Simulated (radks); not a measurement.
Values are calculated unless marked as measured or tabulated.
Task: Ag IV, configuration [Kr] 4d7 5d1 (not the ground configuration). Code: a radial shooting solver on a logarithmic mesh with Libxc functionals. Model: Dirac Kohn-Sham, PBE, spin-unpolarised, spherical densities, finite nucleus; open shells fill j = l - 1/2 first; Fermi nuclear charge, rms radius 4.5454 fm. Some entries of the table are withheld. Estimate them.

orbital,occ.,eigenvalue (eV),<r> (bohr)
1s1/2,2,-25363.66,0.03111
2s1/2,2,-3775.953,0.1345
2p1/2,2,-3512.476,0.1141
2p3/2,4,-3337.159,0.1192
3s1/2,2,-732.4924,0.3682
3p1/2,2,(1),0.3599
3p3/2,4,(2),0.3708
3d3/2,4,(3),0.3436
3d5/2,6,(4),0.3471
4s1/2,2,-142.6523,0.9012
4p1/2,2,(5),0.9588
4p3/2,4,(6),0.9867
4d3/2,4,-51.9719,1.199
4d5/2,3,-51.2554,1.211
5d3/2,1,-16.7423,3.577
5d5/2,0,-16.6576,3.596

Result: 
(1) 3p1/2 eigenvalue (eV): -627.6981
(2) 3p3/2 eigenvalue (eV): -596.7393
(3) 3d3/2 eigenvalue (eV): -411.2913
(4) 3d5/2 eigenvalue (eV): -405.0544
(5) 4p1/2 eigenvalue (eV): -109.2030
(6) 4p3/2 eigenvalue (eV): -103.8890
